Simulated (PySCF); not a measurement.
## What an electron can do to GeP

PBE in PySCF with def2-TZVPPD on every atom, for the lowest determinant that a PBE0 search found; no spin–orbit coupling.

| species | state (unpaired electrons) | Re (Å) | ωe (cm⁻¹) | energy of the minimum from the neutral (eV) | De (eV) | dissociates to |
| --- | --- | --- | --- | --- | --- | --- |
| GeP | doublet (π ↑) | 2.171 | 470 | 0.00 | 3.70 | Ge + P |
| GeP⁺ | triplet (π ↑↑) | 2.336 | 374 | 8.54 | 3.06 | Ge⁺ + P |

Question: Work out the lowest energy to break GeP into atoms, from its vibrational ground state.

Answer: D0 = De − ωe/2 = 3.70 − 0.03 = 3.67 eV (PBE/def2-TZVPPD).

Question: Work out the ionisation energy of the Ge atom at this level and the threshold of dissociative ionisation.

Answer: IE(Ge) = 8.54 + 3.06 − 3.70 = 7.90 eV, so Ge⁺ + P + e⁻ appears at D0 + IE(Ge) = 11.57 eV (PBE/def2-TZVPPD). The measured IE(Ge) is 7.899 eV (NIST ASD).

These are thermodynamic thresholds; the onsets seen under electron impact lie higher where the geometry changes, and cross-sections peak well above them.

Spin–orbit coupling is left out. For an ion De counts to the pair picked by the measured ionisation energies or electron affinities, which need not be the lowest pair at this level. States were picked by a PBE0 search and need not be the measured ground states.
